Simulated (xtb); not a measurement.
C₄CoO₄, doublet, geometry from GFN2-xTB (such geometries of metal compounds can be far from the true shape) (the multiplicity is a formal guess), atoms displaced at random by about 0.02 Å a coordinate; GFN1-xTB with ALPB(cs2) (xtb).

Here is a job for xtb.
```
$ xtb mol.xyz --gfn 1 --uhf 1 --opt --alpb cs2 --json

# file mol.xyz
9

Co     0.01160485    -0.00638316    -0.01768193
O      1.35386080     1.25877044    -2.25685506
C      0.87582834     0.77313868    -1.38526632
O     -0.09982037    -1.34216428     2.56920767
C     -0.01794423    -0.78560884     1.61551709
O     -0.40739904    -2.50313254    -1.47367255
C     -0.32551235    -1.50522809    -0.88686034
O     -0.79072870     2.56818506     1.11862777
C     -0.48194548     1.57083554     0.67528811
```

What does xtb print? Leave out banner, timings and long lists.


```
   ID    Z sym.   atoms
    1   27 Co     1
    2    8 O      2, 4, 6, 8
    3    6 C      3, 5, 7, 9

           -------------------------------------------------
          |                Calculation Setup                |
           -------------------------------------------------

           -------------------------------------------------
          |                 G F N 1 - x T B                 |
           -------------------------------------------------

      * Solvation model:               ALPB
        Solvent                        cs2
        Parameter file                 internal GFN1-xTB/ALPB
        Dielectric constant                2.6400E+00
        Reference state                gsolv [1 M gas/solution]
        Free energy shift                  5.5033E-03 Eh       3.4534E+00 kcal/mol
        Temperature                        2.9815E+02 K
        Density                            1.2600E+00 kg/L
        Solvent mass                       7.6140E+01 g/mol
        Interaction kernel             P16
        Born radius scaling (c1)           1.3403E+00
        Born radii integrator          GBOBC
        Born offset                        0.0000E+00 a0       0.0000E+00 AA
        H-bond correction              false
        Ion screening                  false
        Surface tension                    1.0000E-05 Eh       1.5569E+01 dyn/cm
        Grid points                               230 per atom

          ...................................................
          :                      SETUP                      :
          :.................................................:
          :  # basis functions                  42          :
          :  # atomic orbitals                  41          :
          :  # shells                           19          :
          :  # electrons                        49          :
          :  # halogen bonds                     0          :
          :  max. iterations                   250          :
          :  Hamiltonian                  GFN1-xTB          :
          :  restarted?                      false          :
          :  GBSA solvation                   true          :
          :  PC potential                    false          :
          :  electronic temp.          300.0000000     K    :
          :  accuracy                    1.0000000          :
          :  -> integral cutoff          0.2500000E+02      :
[...]
 * total energy  :   -30.6229393 Eh     change       -0.4438143E-03 Eh
 * total energy  :   -30.6230270 Eh     change       -0.8768909E-04 Eh
 * total energy  :   -30.6232413 Eh     change       -0.2142569E-03 Eh
 * total energy  :   -30.6233569 Eh     change       -0.1156336E-03 Eh
 * total energy  :   -30.6233745 Eh     change       -0.1756800E-04 Eh
 * total energy  :   -30.6234646 Eh     change       -0.9008556E-04 Eh
 * total energy  :   -30.6234830 Eh     change       -0.1839118E-04 Eh
 * total energy  :   -30.6235127 Eh     change       -0.2972362E-04 Eh
 * total energy  :   -30.6235306 Eh     change       -0.1788462E-04 Eh
 * total energy  :   -30.6235335 Eh     change       -0.2945018E-05 Eh
 * total energy  :   -30.6235349 Eh     change       -0.1390178E-05 Eh
 * total energy  :   -30.6235382 Eh     change       -0.3269716E-05 Eh
   *** GEOMETRY OPTIMIZATION CONVERGED AFTER 22 ITERATIONS ***
         :: total energy             -30.623538170889 Eh    ::
[...]
        41                          1.0374749              28.2311
      -------------------------------------------------------------
                  HL-Gap            0.1161640 Eh            3.1610 eV
             Fermi-level           -0.4086694 Eh          -11.1205 eV

  Mulliken/CM5 charges         n(s)   n(p)   n(d)
     1Co   -0.37711 -0.11653   0.252  1.352  7.773
     2O    -0.29642 -0.34528   1.722  4.574  0.000
     3C     0.39082  0.37457   1.282  2.327  0.000
     4O    -0.29652 -0.34539   1.722  4.574  0.000
     5C     0.39072  0.37442   1.282  2.327  0.000
     6O    -0.29635 -0.34521   1.722  4.574  0.000
     7C     0.39077  0.37462   1.283  2.327  0.000
     8O    -0.29657 -0.34545   1.722  4.574  0.000
     9C     0.39067  0.37426   1.282  2.328  0.000

Wiberg/Mayer (AO) data.
largest (>0.10) Wiberg bond orders for each atom

 ---------------------------------------------------------------------------
     #   Z sym  total        # sym  WBO       # sym  WBO       # sym  WBO
 ---------------------------------------------------------------------------
     1  27 Co   4.924 --     9 C    1.066     5 C    1.064     3 C    1.064
                             7 C    1.063     8 O    0.167     4 O    0.166
                             2 O    0.166     6 O    0.166
     2   8 O    2.403 --     3 C    2.182     1 Co   0.166
     3   6 C    3.383 --     2 O    2.182     1 Co   1.064
     4   8 O    2.403 --     5 C    2.182     1 Co   0.166
     5   6 C    3.383 --     4 O    2.182     1 Co   1.064
     6   8 O    2.404 --     7 C    2.183     1 Co   0.166
     7   6 C    3.382 --     6 O    2.183     1 Co   1.063
     8   8 O    2.403 --     9 C    2.181     1 Co   0.167
     9   6 C    3.385 --     8 O    2.181     1 Co   1.066
 ---------------------------------------------------------------------------

Topologies differ in total number of bonds
Writing topology from bond orders to xtbtopo.mol

 dipole moment from electron density (au)
     X       Y       Z
   0.0103  -0.0141  -0.0001  total (Debye):    0.044

optimized geometry written to: xtbopt.xyz

           -------------------------------------------------
          | TOTAL ENERGY              -30.623538170889 Eh   |
          | GRADIENT NORM               0.000685065510 Eh/α |
          | HOMO-LUMO GAP               3.160983134579 eV   |
           -------------------------------------------------

normal termination of xtb
```
